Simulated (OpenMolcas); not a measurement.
# Computed levels of F3+

```json
{
  "Program": "OpenMolcas",
  "Method": "SS-CASPT2, IPEA 0.25 Eh, imaginary shift 0.1 Eh (closed shells correlated: 1s)",
  "Basis": "ANO-RCC-VTZP [4s3p2d1f]",
  "Scalar Hamiltonian": "DKH2, point nucleus",
  "Active space": "4 electrons in 4 orbitals (2s 2p)",
  "State averaging": "2S+1 = 3 even, 3 roots; 2S+1 = 1 even, 6 roots; 2S+1 = 5 odd, 1 root; 2S+1 = 3 odd, 9 roots; 2S+1 = 1 odd, 8 roots",
  "Spin-orbit coupling": "state interaction with AMFI integrals over the reference wave functions, term energies averaged over their components"
}
```

Spin-free terms above the lowest, with the occupations of the reference:

| Configuration | Term | E (cm-1) | Occupations |
| --- | --- | --- | --- |
| 2s2 2p2 | 3P | 0.0 | 2s 1.97 2p 2.03 |
| 2s2 2p2 | 1D | 25290 | 2s 1.97 2p 2.03 |
| 2s2 2p2 | 1S | 53360 | 2s 1.88 2p 2.12 |
| 2s 2p3 | 5S* | 71800 | 2s 1.00 2p 3.00 |
| 2s 2p3 | 3D* | 146780 | 2s 1.00 2p 3.00 |
| 2s 2p3 | 3P* | 175370 | 2s 1.00 2p 3.00 |
| 2s 2p3 | 1D* | 230560 | 2s 1.00 2p 3.00 |
| 2s 2p3 | 3S* | 239940 | 2s 1.00 2p 3.00 |
| 2s 2p3 | 1P* | 258910 | 2s 1.00 2p 3.00 |

With spin-orbit coupling, above the lowest level:

```csv
Configuration,Term,J,E (cm-1),Measured (cm-1),g,Term weight %
2s2 2p2,3P,0,0.0,0.0,,100
2s2 2p2,3P,1,224,225,1.501,100
2s2 2p2,3P,2,653,613,1.501,100
2s2 2p2,1D,2,25730,25241,1.000,100
2s2 2p2,1S,0,53810,53544,,100
2s 2p3,5S*,2,72230,,2.002,100
2s 2p3,3D*,2,147210,147889,1.167,100
2s 2p3,3D*,1,147210,147902,0.499,100
2s 2p3,3D*,3,147220,147842,1.334,100
2s 2p3,3P*,0,175810,,,100
2s 2p3,3P*,1,175810,175242,1.501,100
2s 2p3,3P*,2,175810,175237,1.501,100
2s 2p3,1D*,2,231000,,1.000,100
2s 2p3,3S*,1,240370,,2.002,100
2s 2p3,1P*,1,259360,257390,1.000,100
```

Against the 10 measured excited levels shown (Moore, Atomic Energy Levels, vol. I, NSRDS-NBS 35 (1971 reprint of NBS Circular 467, 1949)) the mean absolute deviation is 590 cm-1; the largest miss in energy is 2s 2p3 1P* 1: computed 259360, measured 257390 cm-1 (+0.8 %), and the largest in proportion 2s2 2p2 3P2 (+6.4 %).

Spin-orbit coupling puts the lowest level 440 cm-1 below the lowest spin-free term.

For 3P the intervals divided by the larger J are 223.6, 214.6 cm-1. Landé's interval rule makes them equal in pure LS coupling; they differ by 4 % of their mean. The multiplet is regular.

CASPT2 breaks the degeneracy within a term, and the mean is taken; among the terms shown or strongly mixed into the levels shown the widest spread is 75 cm-1 (2s 2p3 1D*). Computed and measured levels are paired by configuration, term and J; levels that our copy of the source lacks, or whose pairing is in doubt (as where it misses far off the trend of its configuration), stay unpaired and out of the deviations. Only configurations of the active space appear. The first state left out of the spin-orbit step lies near 360000 cm-1 above the lowest spin-free state of the reference (among the parities and spins computed), and the list stops at four fifths of that energy or lower.

The term weight is that of the spin-free term in the level, not the purity of its configuration. * marks odd parity.
